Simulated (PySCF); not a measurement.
**BeSi⁻ at UHF-CCSD(T)**

Computed with UHF-CCSD(T); PySCF, no relativity, basis sets Be aug-pcseg-1, Si aug-pcseg-1.

- state: ⁴Σ⁻ (quartet), unpaired electrons σ ↑, π ↑↑
- bond length: 2.233 Å
- harmonic wavenumber: 468 cm⁻¹
- force constant: 0.880 mdyn/Å
- rotational constant Be: 0.4960 cm⁻¹
- anharmonicity ωexe: 7.49 cm⁻¹
- vibration–rotation constant αe: 0.00842 cm⁻¹
- well depth De to Be + Si⁻: 0.93 eV
- dissociation energy D0: 0.90 eV

Correlated steps freeze 5 core orbitals. Correlated levels converge slowly with the basis: in double zeta they bind strong bonds too weakly, by up to about 1 eV, and carry superposition errors of some tenths. For an ion De counts to the pair picked by the measured ionisation energies or electron affinities, which need not be the lowest pair at this level. The state is the lowest determinant that a PBE0 search found; another state may lie lower at other levels.
